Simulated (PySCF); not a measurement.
InF₃, SMILES [F][In]([F])[F].

Coordinates come from a PBE-D3(BJ)/def2-SVP optimisation. The isomer is the one that the SMILES or the coordinates give; other isomers of the formula were not compared. The def2 effective core potentials stand for the cores of In; spin–orbit coupling is left out.

Method: PBE-D3(BJ)/def2-SVP in PySCF.

Frequencies are harmonic and unscaled.

Modes within 1.5 cm⁻¹ of each other (mostly degenerate sets) share a row, with their intensities summed.

Computed harmonic wavenumbers and intensities:
```csv
mode,ν (cm⁻¹),IR (km/mol),moving atoms (share of kinetic energy)
1–2,109,50.4,"F 86 %, In 14 %"
3,138,37.5,"F 67 %, In 33 %"
4,570,0.0,F 100 %
5–6,619,107.2,"F 81 %, In 19 %"
```
